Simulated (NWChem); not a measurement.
Molecule: C2H4AlClO; SMILES C=[CH][Al]([OH])[Cl]

```xyz
9

Al     0.2101     0.1824     0.1178
Cl    -1.7867     0.4060     0.8053
C      0.6782    -1.1259    -1.2207
C      1.9431    -1.2647    -1.6522
H     -0.0766    -1.7828    -1.6567
H      2.2268    -1.9990    -2.4078
H      2.7581    -0.6511    -1.2714
O      1.4321     1.1842     0.7648
H      1.2375     1.8505     1.4353
```
Atoms are numbered in this order, from 1.

Structure relaxed at the B3LYP/6-31G* (spherical d) level.

Q: Give the principal values of the shielding tensors (ppm) of Al1, Cl2, C3, C4, O8 from PBE0/pcSseg-1, GIAO (NWChem), with their diamagnetic and paramagnetic parts as GIAO splits them.

A: 
| atom | σ11 | σ22 | σ33 | isotropic | diamagnetic | paramagnetic |
|---|---|---|---|---|---|---|
| Al1 | 368.4 | 420.6 | 467.1 | 418.7 | 796.2 | -377.5 |
| Cl2 | 837.8 | 912.8 | 1078.9 | 943.1 | 1148.9 | -205.7 |
| C3 | -68.3 | 33.3 | 173.2 | 46.1 | 256.3 | -210.2 |
| C4 | -109.6 | 26.0 | 163.7 | 26.7 | 256.3 | -229.6 |
| O8 | 222.6 | 297.9 | 324.9 | 281.8 | 388.5 | -106.8 |
